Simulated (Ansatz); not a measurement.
Ansatz (a first-principles code) input:

Ansatz 0.2 input:
```yaml
crystal:
  periodic: [false, false, false]
  atoms:
    - {symbol: O, position_ang: [0.84597041, -0.68243539, -0.03783429]}
    - {symbol: N, position_ang: [0.21645173, 0.40634314, -0.02885563]}
    - {symbol: O, position_ang: [-1.03536567, 0.32688515, 0.06308297]}
basis:
  gaussian:
    orbitals: def2-TZVP
hamiltonian:
  xc: b3lyp
  dispersion: d3bj
total_charge: -1
phonons: {temperatures: {t_min: 298.15, t_max: 298.15, t_step: 100}}
```

### Question
Predict the final energy.

### Answer
-205.23962 Eh (B3LYP-D3(BJ)/def2-TZVP). The basis has 93 functions.

It need not be the lowest isomer of its formula. Whether it binds its extra electron was not tested at this geometry.
